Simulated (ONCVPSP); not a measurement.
## How hard is this lanthanum (La) ONCV potential?

La (Z = 57), optimised norm-conserving Vanderbilt (ONCV), made with ONCVPSP 4.0.1 (PW91, scalar-relativistic). Core [Kr] 4d10, reference 5s2 5p6 5d1 6s1.5 (charge +0.5). Waves: 5s+6s: rc 2.55 bohr, ncon 4, nbas 8, qcut 4.1 1/bohr, 2 projectors; 5p: rc 2.10 bohr, ncon 4, nbas 8, qcut 3.2 1/bohr, 2 projectors, debl 3.3 Ha; 5d: rc 2.95 bohr, ncon 4, nbas 9, qcut 2.7 1/bohr, 3 projectors, debl 1.2 Ha; f scattering state at 0.33 Ha: rc 2.45 bohr, ncon 3, nbas 6, qcut 5.2 1/bohr, 2 projectors, debl 0.4 Ha. Local part: polynomial inside 1.75 bohr (lpopt 5, dvloc0 0 Ha). Core correction: polynomial model core, fcfact 0.45.

In the f channel the program set the typed energies aside and used -0.264, 0.136 Ha.

Question: For each optimised wave give the share of its norm inside rc, the residual kinetic energy above qcut (Ha) and the cutoffs (Ha) for errors of 10, 1, 0.1 and 0.01 mHa per electron.

Answer:

| wave | norm inside rc | residual KE | 10 mHa | 1 mHa | 0.1 mHa | 0.01 mHa |
| --- | --- | --- | --- | --- | --- | --- |
| 5s | 0.958 | 4.8e-05 | 3.6 | 6.3 | 7.8 | 23.5 |
| 6s | 0.086 | 6.7e-05 | 2.0 | 6.2 | 8.2 | 20.0 |
| 5p | 0.724 | 2.6e-03 | 3.7 | 18.7 | 44.4 | 54.2 |
| p projector 2 | 0.138 | 3.9e-02 | 8.6 | 26.4 | 55.7 | 63.1 |
| 5d | 0.603 | 1.1e-02 | 3.7 | 14.6 | 33.6 | 40.0 |
| d projector 2 | 0.163 | 3.9e-02 | 4.6 | 8.5 | 17.1 | 33.4 |
| d projector 3 | 0.191 | 3.3e-01 | 5.6 | 10.4 | 32.5 | 52.9 |
| f projector 1 | 0.948 | 5.1e-03 | 12.9 | 26.9 | 59.8 | not reached |
| f projector 2 | 0.030 | 1.4e-03 | 10.9 | 14.0 | 28.9 | 36.0 |

The occupied waves need 19 Ha and 44 Ha for 1 and 0.1 mHa. Note: no bound ghost flagged; GHOST(+) flagged for s at 51.4 eV. Its largest configuration-test error is +1113 meV.
